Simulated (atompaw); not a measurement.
## What one change does to a pseudopotential (Ti (Z = 22), PAW (atompaw))

atompaw 4.2.0.5 input, output lines left out:

```
Ti 22
GGA-PBE scalarrelativistic loggrid 1500 logderivrange -7 5 301
4 4 3 0 0 0
4 0 1
4 1 1
3 2 2
0 0 0
c
c
v
v
c
v
v
v
2
2.45 1.95 2.25 1.95
n
n
y
1.9
n
custom polynom2 7 10 vanderbiltortho besselshape
bessel
1.15
2.45
1.45
2.45
2.45
2.45
```

All-electron outer shells of the reference configuration (PBE, scalar-relativistic, ld1.x):

```csv
shell,level (eV),outermost node (bohr),outermost maximum (bohr)
2s,-538.24,0.09,0.27
2p,-445.56,–,0.22
3s,-63.97,0.40,0.87
3p,-40.20,0.37,0.90
3d,-5.49,–,0.98
4s,-5.22,1.24,2.88
4p,-2.07,1.38,3.75
```

Change: local potential troulliermartins scheme with l = 3 at 1 Ry, radius 2.25 bohr.

Cutoffs: the cutoffs (Ry, on a coarse ladder) from which the occupation-weighted sum of valence levels, in a spherical-Bessel basis at the reference potential, stays within 10 and 1 mRy of its value at 400 Ry; they do not see the model core or the augmentation charge, which bear on the density cutoff.

Task: What does the change do?

Result: The potential gets neither clearly harder nor softer (40 Ry and 230 Ry → 40 Ry and 230 Ry); the range in which the d phases agree widens (upper end 3.4 → 4.8); neither file shows a bound ghost.

| quantity | base | changed |
| --- | --- | --- |
| cutoff, loose | 40 Ry | 40 Ry |
| cutoff, tight | 230 Ry | 230 Ry |
| bound ghosts | none | none |
| s: phases at 2.46 bohr within 0.05 rad from the reference energy up to (Ry; the scan ends near 5) | 4.2 | to the end of the scan |
| p: phases at 2.46 bohr within 0.05 rad from the reference energy up to (Ry; the scan ends near 5) | to the end of the scan | to the end of the scan |
| d: phases at 2.46 bohr within 0.05 rad from the reference energy up to (Ry; the scan ends near 5) | 3.4 | 4.8 |
| lowest overlap eigenvalue by channel | s 0.44, p 0.56, d 0.99 | s 0.40, p 0.53, d 0.99 |

 The cutoffs see the waves, projectors and local potential, not the compensation charge or the core.
